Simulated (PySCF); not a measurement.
BH5N, SMILES [NH3+]B, charge +1. Geometry: PBE0-D3(BJ)/def2-TZVP. The isomer is the one that the SMILES or the coordinates give; other isomers of the formula were not compared.

Computed equilibrium geometry at PBE0-D3(BJ)/def2-TZVP (PySCF confirms it by a frequency run) as Cartesian coordinates in Å, and its point group:
point group Cs.
```xyz
7

B      0.9152    -0.0094     0.0000
N     -0.6288    -0.0081     0.0000
H      1.4270     0.0065     1.0646
H      1.4270     0.0065    -1.0646
H     -0.9524     0.9694     0.0000
H     -1.0379    -0.4394     0.8333
H     -1.0379    -0.4394    -0.8333
```
Charge +1, spin multiplicity 1.
